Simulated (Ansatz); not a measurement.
Stepwise reaction of `[Cl][Cd][Cl]` with hydrogen sulfide, as a gas-phase model of exchange steps in deposition or etching. ΔE in kJ/mol; ΔG adds harmonic PBE0-D4 terms to CCSD(T)/CBS, at 1 bar.

Program: Ansatz. Geometries: PBE0-D4/def2-TZVP. ΔE: electronic, gas phase. CCSD(T)/CBS is the MP2 limit (def2-TZVPP, def2-QZVPP) plus CCSD(T) − MP2 in def2-TZVPP, frozen cores. This one scheme is used for every species. DFT in def2-TZVPP. B3LYP here is the variant with VWN-RPA as its local correlation; programs differ in this. def2 core potentials past Kr. For Cd outer-core shells are correlated without core-valence functions, which leaves a few kJ/mol of doubt a bond. Each species was taken in one conformer, which may not be the lowest.

| step | reaction | PBE-D4 | B3LYP-D4 | ωB97M-V | CCSD(T)/CBS | ΔG(600 K) |
| --- | --- | --- | --- | --- | --- | --- |
| 1 | `[Cl][Cd][Cl]` + H₂S → `[SH][Cd][Cl]` + HCl | 19.0 | 25.2 | 26.9 | 25.3 | 16.9 |
| 2 | `[SH][Cd][Cl]` + H₂S → `[SH][Cd][SH]` + HCl | 23.9 | 30.3 | 31.4 | 29.5 | 32.7 |

Problem. By hand: ΔE of the 2 steps together at CCSD(T)/CBS.

Solution. (25.3) + (29.5) = 54.8 kJ/mol, or 27.4 kJ/mol a step.

In ΔE the steps differ by no more than 4.2 kJ/mol. All are uphill at CCSD(T)/CBS. ΔG lies between 16.9 and 32.7 kJ/mol a step. PBE-D4 differs from CCSD(T)/CBS by -6.3 to -5.6 kJ/mol a step. Isolated molecules leave out the surface, adducts and barriers. Largest T1 diagnostic: 0.013.
